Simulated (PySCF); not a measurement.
Level of theory: PBE0-D4/def2-TZVP // PBE0-D4/def2-SVP (PySCF). Isolated molecules, 0 K electronic values unless said otherwise. One relaxed conformer stands for a flexible species; it need not be the lowest. Excitations are Tamm–Dancoff values on a coarser integration grid. The basis has no diffuse functions, so Rydberg states are missing or too high.

Reference species (SMILES): `[NH2][Sn]([NH2])([NH2])[NH2]` (neutral, multiplicity 1).

```
Item                                          Result
-------------------------------------------  -------
T1 excitation (TDA)                          4.95 eV
brightest of the four lowest singlets (TDA)  5.82 eV
```

Changed species: `C[O][Sn]([NH2])([NH2])[NH2]` (1 of 4 NH2 replaced by OCH3; the reference has 0 of 4 NH2 replaced by OCH3).

### Question
Predict the effect on the T1 excitation (TDA) and brightest of the four lowest singlets (TDA).

### Answer
the T1 excitation (TDA) drops by 0.06 eV, to 4.89 eV; the brightest of the four lowest singlets (TDA) rises by 0.12 eV, to 5.94 eV.
